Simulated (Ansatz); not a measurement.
Reaction (redistribution): `O[AsH][GeH3]` + `[CH3][Ge]([OH])([OH])[OH]` → `[CH3][Ge]([OH])([OH])[GeH3]` + `O[AsH]O`

Computed with Ansatz on PBE0-D4/def2-TZVP structures; ΔE is electronic, products minus reactants. CCSD(T)/CBS adds triple-zeta CCSD(T) − MP2 to the extrapolated MP2 energy (def2 sets, frozen cores). Functionals use def2-TZVPP. B3LYP here is the variant with VWN-RPA as its local correlation; programs differ in this. For As, Ge outer-core shells are correlated without core-valence functions, which leaves a few kJ/mol of doubt a bond. Scalar relativity is left out up to krypton. One conformer a species, not always the lowest.

`O[AsH][GeH3]`:

```xyz
8

O    -1.490    1.123   -0.642
As   -0.130    0.149   -1.340
Ge    0.862   -0.410    0.809
H    -1.615    1.893   -1.203
H    -0.887   -1.179   -1.385
H     1.836   -1.585    0.608
H    -0.221   -0.799    1.827
H     1.644    0.807    1.326
```

`[CH3][Ge]([OH])([OH])[OH]`:

Cartesian coordinates in Å:
```
C -1.442 0.382 -0.712
Ge 0.234 -0.062 0.115
O 1.539 0.993 -0.456
O 0.709 -1.733 -0.237
O 0.150 0.104 1.879
H -1.308 0.459 -1.791
H -2.175 -0.395 -0.494
H -1.800 1.335 -0.324
H 2.019 1.379 0.281
H 1.607 -1.773 -0.576
H 0.466 -0.690 2.316
```

`[CH3][Ge]([OH])([OH])[GeH3]`:

Cartesian coordinates in Å:
```
C 0.839 -1.766 -0.502
Ge -0.181 -0.130 -0.427
O 0.283 0.774 -1.896
O -1.888 -0.642 -0.545
Ge 0.082 1.320 1.516
H 1.906 -1.547 -0.494
H 0.592 -2.406 0.345
H 0.587 -2.285 -1.428
H -0.092 1.656 -1.942
H -2.516 0.075 -0.439
H -0.818 2.559 1.350
H -0.331 0.595 2.807
H 1.537 1.797 1.655
```

`O[AsH]O`:

Z-matrix (Å, degrees):
```
As
O 1 1.789
O 1 1.789 2 101.1
H 1 1.523 2 91.9 3 92.4
H 2 0.961 1 109.4 3 104.6
H 3 0.961 1 109.4 2 -104.6
```

```
             level  ΔE (kcal/mol)  difference from CCSD(T)/CBS
            PBE-D4            9.3                         -2.6
           PBE0-D4           11.6                         -0.3
          B3LYP-D4           11.1                         -0.8
           ωB97M-V           11.8                         -0.1
            r2SCAN           11.3                         -0.6
              PBE0           11.7                         -0.2
             B3LYP           11.1                         -0.8
     HF/def2-TZVPP           16.2                          4.3
    MP2/def2-TZVPP           12.5                          0.6
SCS-MP2/def2-TZVPP           12.4                          0.5
CCSD(T)/def2-TZVPP           12.5                          0.6
     HF/def2-QZVPP           15.6                          3.7
SCS-MP2/def2-QZVPP           11.9                          0.0
      HF/CBS(def2)           15.6                          3.7
     MP2/CBS(def2)           11.9                          0.0
    CCSD/CBS(def2)           12.5                          0.6
       CCSD(T)/CBS           11.9                            0
```

Largest T1 diagnostic among the species: 0.013.

In def2-TZVPP, CCSD(T) changes the Hartree–Fock value by −3.7 kcal/mol (the triples alone add −0.7 kcal/mol) and MP2 by −3.6 kcal/mol. From PBE to PBE0 (25 % exact exchange), in def2-TZVPP and without D4, ΔE moves by +2.3 kcal/mol.
